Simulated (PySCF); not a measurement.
Isomers of C7H18P2, mass 164.088 u with the commonest isotopes. Level of theory: PySCF 2.14.0, PBE0-D3(BJ)/def2-SVP geometry optimisation, gas phase. One conformer each, none proved a minimum here; rigid rotors.

Question: Order these by out-of-plane moment Σ m c² = (Ia + Ib − Ic)/2, largest first.
A. `[CH3:1][CH2:2][P:3]([CH2:4][CH2:5][PH2:6])[CH:7]([CH3:8])[CH3:9]` with C1–C2–P3–C4 160°, C2–P3–C4–C5 -82°, P3–C4–C5–P6 -176°, C4–C5–P6–H -76° and -170°, C2–P3–C7–C8 61°
B. `[CH3:1][CH:2]=[P@@:3]([CH3:4])([PH2:5])[C:6]([CH3:7])([CH3:8])[CH3:9]` with C2–P3–P5–H 33° and -60°
C. `[CH3:1][P:2]([CH2:3][CH2:4][PH2:5])[C:6]([CH3:7])([CH3:8])[CH3:9]` with C1–P2–C3–C4 -62°, P2–C3–C4–P5 -45°, C3–C4–P5–H -158° and -63°

Answer: B (133.89 u·Å²), C (106.84 u·Å²), A (36.38 u·Å²).

Question: Order these by radius of gyration √(Σ m r²/M), largest first.
A. `[CH3:1][P:2]([CH2:3][CH2:4][PH2:5])[C:6]([CH3:7])([CH3:8])[CH3:9]` with C1–P2–C3–C4 -62°, P2–C3–C4–P5 -45°, C3–C4–P5–H -158° and -63°
B. `[CH3:1][CH2:2][P:3]([CH2:4][CH2:5][PH2:6])[CH:7]([CH3:8])[CH3:9]` with C1–C2–P3–C4 160°, C2–P3–C4–C5 -82°, P3–C4–C5–P6 -176°, C4–C5–P6–H -76° and -170°, C2–P3–C7–C8 61°
C. `[CH3:1][CH:2]=[P@@:3]([CH3:4])([PH2:5])[C:6]([CH3:7])([CH3:8])[CH3:9]` with C2–P3–P5–H 33° and -60°

Answer: B (2.711 Å), A (2.446 Å), C (2.196 Å).

Question: Order these by rotational constant B, smallest first.
A. `[CH3:1][P:2]([CH2:3][CH2:4][PH2:5])[C:6]([CH3:7])([CH3:8])[CH3:9]` with C1–P2–C3–C4 -62°, P2–C3–C4–P5 -45°, C3–C4–P5–H -158° and -63°
B. `[CH3:1][CH:2]=[P@@:3]([CH3:4])([PH2:5])[C:6]([CH3:7])([CH3:8])[CH3:9]` with C2–P3–P5–H 33° and -60°
C. `[CH3:1][CH2:2][P:3]([CH2:4][CH2:5][PH2:6])[CH:7]([CH3:8])[CH3:9]` with C1–C2–P3–C4 160°, C2–P3–C4–C5 -82°, P3–C4–C5–P6 -176°, C4–C5–P6–H -76° and -170°, C2–P3–C7–C8 61°

Answer: C (548.3 MHz), A (598.1 MHz), B (989.5 MHz).

```
                SMILES  point group  Ia (u·Å²)  Ib (u·Å²)  Ic (u·Å²)      κ  μa (D)  μb (D)  μc (D)
       CP(CCP)C(C)(C)C           C1     243.39     844.95     874.67  -0.97    0.82    0.66    1.89
         CCP(CCP)C(C)C           C1     320.27     921.66    1169.16  -0.80    0.85    0.79    1.10
CC=[P@@](C)(P)C(C)(C)C           C1     414.27     510.75     657.23  -0.02    1.29    0.22    0.95
```
